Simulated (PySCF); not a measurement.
Species: H10Si3Sn, SMILES `[SiH3][SnH]([SiH3])[SiH3]` (charge 0, multiplicity 1).

### Question
Give the HOMO–LUMO gap, LUMO and dipole moment at the level r2SCAN-D4/def2-TZVP // r2SCAN-D4/def2-SVP run with PySCF.

### Answer

| Quantity | Value |
|---|---|
| HOMO–LUMO gap | 5.90 eV |
| LUMO | -0.97 eV |
| dipole moment | 0.02 D |
